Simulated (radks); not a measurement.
Species: Cd. Configuration: [Kr] 4d9 5s1 5p2 (not the ground configuration). Method: scalar-relativistic Kohn-Sham, LDA (Slater exchange, Perdew-Wang correlation), spin-polarised, spherical densities, point nucleus; open shells are filled with parallel spins first (spin-orbit coupling, left out, can overturn this in heavy ions); computed with a radial shooting solver on a logarithmic mesh with Libxc functionals.

X-ray form factor f0, the Fourier transform of the density (f0(0) = 48):

sin(theta)/lambda (1/angstrom),f0 (electrons)
0.05,46.927
0.1,44.396
0.15,41.446
0.2,38.536
0.25,35.759
0.3,33.143
0.4,28.530
0.5,24.879
0.6,22.125
0.8,18.382
1,15.646
1.25,12.637
1.5,10.083
2,6.864
